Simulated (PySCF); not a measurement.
SiHF, SMILES F[SiH] (connectivity only; charge and spin as stated), neutral, multiplicity 1.

Geometry: r2SCAN-D4/def2-TZVPD. The isomer is the one that the SMILES or the coordinates give; other isomers of the formula were not compared.

These are TDA-PBE/def2-TZVPD (PySCF 2.14.0) values and carry that method's errors.

Vertical excitations. Gas-phase values at a fixed geometry. State labels are in the subgroup Cs.

Problem. List the lowest excited states. (Estimate from the structure and the level; the computed values follow.)

Solution. 
| state | symmetry | energy (eV) | λ (nm) | f | main pairs |
|---|---|---|---|---|---|
| S1 | A" | 2.97 | 417 | 0.030 | HOMO→LUMO 97 % |
| S2 | A' | 5.30 | 234 | 0.069 | HOMO→LUMO+1 94 % |
| S3 | A' | 6.24 | 199 | 0.153 | HOMO→LUMO+2 95 % |
| S4 | A" | 6.75 | 184 | 0.028 | HOMO−1→LUMO 81 % |
| S5 | A" | 7.39 | 168 | 0.000 | HOMO−3→LUMO 86 % |
| S6 | A' | 7.54 | 164 | 0.312 | HOMO→LUMO+3 77 % |
| S7 | A' | 7.90 | 157 | 0.037 | HOMO→LUMO+5 89 % |
| S8 | A" | 7.90 | 157 | 0.236 | HOMO→LUMO+4 70 % |
| S9 | A' | 7.99 | 155 | 0.031 | HOMO−2→LUMO 79 % |
| S10 | A' | 8.30 | 149 | 0.047 | HOMO→LUMO+6 84 % |
| T1 | A" | 1.59 | 782 | 0 | HOMO→LUMO 99 % |
| T2 | A' | 4.19 | 296 | 0 | HOMO→LUMO+1 98 % |
| T3 | A" | 5.68 | 218 | 0 | HOMO−1→LUMO 95 % |
| T4 | A' | 5.75 | 216 | 0 | HOMO→LUMO+2 79 %, HOMO→LUMO+3 19 % |
Triplets are in the Tamm–Dancoff approximation.
